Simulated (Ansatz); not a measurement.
The cluster Cs3H2, relaxed as a doublet with UKS PBE-D4/def2-TZVP in Ansatz, starting from the GFN1-xTB geometry. Force threshold 0.02 eV/Å.

In the def2 sets Cs takes a core potential; there is no spin–orbit coupling. The structure comes from a short search, and lower isomers may exist.

Start:

Cartesian coordinates in Å:
```
Cs -1.475 1.318 0.795
Cs 0.291 -1.628 -1.356
Cs 2.670 1.446 0.301
H -2.303 -0.603 -1.071
H 0.817 -0.533 1.331
```

```json
{"step": "1", "energy (eV)": "-1677.1397", "largest force component (eV/Å)": "0.327", "SCF passes": "31"}
{"step": "2", "energy (eV)": "-1677.3310", "largest force component (eV/Å)": "0.250", "SCF passes": "32"}
{"step": "3", "energy (eV)": "-1677.4128", "largest force component (eV/Å)": "0.165", "SCF passes": "34"}
{"step": "4", "energy (eV)": "-1677.4481", "largest force component (eV/Å)": "0.071", "SCF passes": "33"}
{"step": "5", "energy (eV)": "-1677.4630", "largest force component (eV/Å)": "0.036", "SCF passes": "32"}
{"step": "6", "energy (eV)": "-1677.4694", "largest force component (eV/Å)": "0.014", "SCF passes": "35"}
{"step": "7", "energy (eV)": "-1677.4714", "largest force component (eV/Å)": "0.033", "SCF passes": "35"}
{"step": "8", "energy (eV)": "-1677.4729", "largest force component (eV/Å)": "0.017", "SCF passes": "35"}
{"step": "9", "energy (eV)": "-1677.4756", "largest force component (eV/Å)": "0.044", "SCF passes": "36"}
{"step": "10", "energy (eV)": "-1677.4812", "largest force component (eV/Å)": "0.054", "SCF passes": "35"}
{"step": "11", "energy (eV)": "-1677.4884", "largest force component (eV/Å)": "0.066", "SCF passes": "34"}
{"step": "12", "energy (eV)": "-1677.4895", "largest force component (eV/Å)": "0.070", "SCF passes": "30"}
{"step": "13", "energy (eV)": "-1677.4908", "largest force component (eV/Å)": "0.013", "SCF passes": "31"}
{"step": "14", "energy (eV)": "-1677.4909", "largest force component (eV/Å)": "0.010", "SCF passes": "31"}
```

Force components are those of the run's own axes.

End:

```xyz
5

Cs   -1.5619    1.2695    0.8974
Cs   -0.0942   -2.0311   -1.4611
Cs    3.0678    1.5504    1.1443
H    -2.3348   -0.8397   -0.6378
H     0.9232    0.0509    0.0572
```

By distances, no bond broke or formed. The bond that changes most is Cs2–H5, from 2.95 to 2.77 Å (atoms count from 1).

The force fell under the threshold at step 6, but the optimiser went on and released 0.021 eV more. No frequencies were taken in this run, so the end may be a saddle point.

Hardware: 4 threads of Arm Neoverse V2 on a shared host. Wall time 37 s.
